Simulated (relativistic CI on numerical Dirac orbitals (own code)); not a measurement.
Se IV: q coefficients and field-shift factors

These numbers are calculated, not measured: Dirac-Coulomb-Breit CI, separate exchange-only KLI orbitals for each configuration, valence Slater integrals scaled by 0.85, P86 correlation energy added to each configuration, derivatives by finite differences, QED left out (own radial code, finite nucleus).

Configurations in the expansion (outside the closed core [Ar] 3d10): 4s²4p, 4s4p², 4s²4d, 4p³, 4s²4f, 4s4p4d, 4s²5s, 4s²5p. Levels of other configurations are missing.

With x = (α/α₀)² − 1 an excitation energy changes as ω = ω₀ + qx; K = 2q/ω₀ is the relative enhancement. Terms are leading LS components, so labels can repeat. The field-shift factor is F = δν/δ⟨r²⟩ for the transition from the lowest level.

Lowest level 4s²4p ²P°1/2.

```tsv
Level	ω₀ (cm⁻¹)	q (cm⁻¹)	K	F (GHz/fm²)
4s²4p ²P°3/2	4186.6	4347	2.08	-0.0305
4s4p² ⁴P1/2	78157.6	5452	0.14	-5.11
4s4p² ⁴P3/2	79830.8	7357	0.184	-5.12
4s4p² ⁴P5/2	82219.4	9708	0.236	-5.14
4s4p² ²D3/2	106836.9	7920	0.148	-4.44
4s4p² ²D5/2	107288.6	8611	0.161	-4.45
4s4p² ²S1/2	130140.5	8160	0.125	-5.01
4s4p² ²P1/2	142946.8	7586	0.106	-4.9
4s4p² ²P3/2	145425.7	9730	0.134	-4.89
4s²4d ²D3/2	162387.0	4418	0.0544	0.256
4s²4d ²D5/2	162753.2	4755	0.0584	0.264
4s²5s ²S1/2	165462.8	1456	0.0176	2.62
4s²5p ²P°1/2	197728.6	2120	0.0214	1.29
```

Correlation outside the listed configurations is missing or only estimated: errors of thousands of cm⁻¹ between configurations and terms are usual at this charge. Rates and lifetimes follow the computed energies and can be off by large factors. The fine structure of a lone outer electron comes out too small, for d and f at times inverted, and misplaced configurations move strength between like terms.
